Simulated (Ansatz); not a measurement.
Total energies of ClGeH6NSi2 (`[SiH3][N]([SiH3])[Ge][Cl]`).

Z-matrix (Å, degrees):
```
Si
N 1 1.745
H 1 1.490 2 106.8
H 1 1.485 2 111.3 3 119.3
H 1 1.485 2 111.3 3 -119.3
Si 2 1.754 1 118.0 3 179.8
Ge 2 1.845 1 116.8 3 -0.0
H 6 1.482 2 111.7 1 -117.3
H 6 1.491 2 105.5 1 0.5
H 6 1.481 2 111.7 1 118.4
Cl 7 2.212 2 97.6 1 179.7
```

The species carries charge 0 and has multiplicity 1. Correlated methods include outer-core shells of Ge, which these sets cover unevenly. Scalar relativity is left out up to krypton. Geometry: relaxed with PBE0-D4/def2-TZVP. It is one conformer, not always the lowest. Basis def2-TZVPP, Ansatz 0.2.0.

RPA on PBE orbitals: Hartree–Fock energy of these orbitals -3170.75210 Eh, correlation -1.49702 Eh (frozen core).

```tsv
functional	energy without D4 (Eh)	D4 term (kJ/mol)
PBE0	-3173.97638	-32.6
CAM-B3LYP	-3174.82668	-34.0
```

Give the same for LDA (SPW92), PBE, revPBE, BLYP, r2SCAN, B97M-V, B3LYP, r2SCANh, r2SCAN0, HSE06 (plane-wave form), BHLYP, LC-ωPBE, ωB97X-V, ωB97M-V, B2PLYP, PBE-QIDH. (An estimate is asked.)

The calculation gave: 
| functional | energy without D4 (Eh) | D4 term (kJ/mol) |
| --- | --- | --- |
| LDA (SPW92) | -3167.25385 | – |
| PBE | -3173.82371 | -38.1 |
| revPBE | -3174.31258 | -97.6 |
| BLYP | -3174.72954 | -81.3 |
| r2SCAN | -3174.58032 | -8.9 |
| B97M-V | -3174.03962 | – |
| B3LYP | -3174.81399 | -62.3 |
| r2SCANh | -3174.56438 | -9.8 |
| r2SCAN0 | -3174.54230 | -10.9 |
| HSE06 (plane-wave form) | -3173.95301 | -30.9 |
| BHLYP | -3174.65597 | -54.5 |
| LC-ωPBE | -3174.07807 | – |
| ωB97X-V | -3174.33813 | – |
| ωB97M-V | -3174.50055 | – |
| B2PLYP | -3173.92345 | – |
| PBE-QIDH | -3173.39018 | – |

B3LYP takes the VWN-RPA correlation (the form of Gaussian; ORCA's B3LYP/G). HSE06 is the plane-wave form, built on full-range PBE exchange. The double hybrids freeze the cores in their second-order part.

LC-ωPBE has ω = 0.4 bohr⁻¹.
